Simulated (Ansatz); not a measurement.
A structure relaxed at r2SCAN-D4/def2-SVP in Ansatz, charge 0, doublet:

Cartesian coordinates in Å:
```
Ru -0.104 -0.935 -0.297
Br -1.011 1.233 -0.382
Br 0.567 2.907 1.086
Br 0.549 -3.205 -0.407
```

(1) Give its formula and point group.

(2) Summarise the bond lengths by kind (pairs closer than 1.2 times the sum of covalent radii, bridged metal pairs left out).

Results:

(1) RuBr3. Point group Cs (tolerance 0.1 Å).

(2) 2 × Br–Ru 2.35 to 2.36 Å; 1 × Br–Br 2.73 Å. The metal has 2 neighbours: Br 2.35 Å, Br 2.36 Å.

In the def2 sets Ru takes a core potential; there is no spin–orbit coupling. The charge 0 doublet is spin-contaminated (final ⟨S²⟩ up to 2.26, 0.75 for a pure state). In the doublet, Br2 and Br3 lie 2.73 Å apart (atoms count from 1), so these atoms are partly bonded to each other. Another isomer (quartet) lies 2.60 eV lower at PBE0-D4/def2-TZVP; other spin states weren't run for this one.
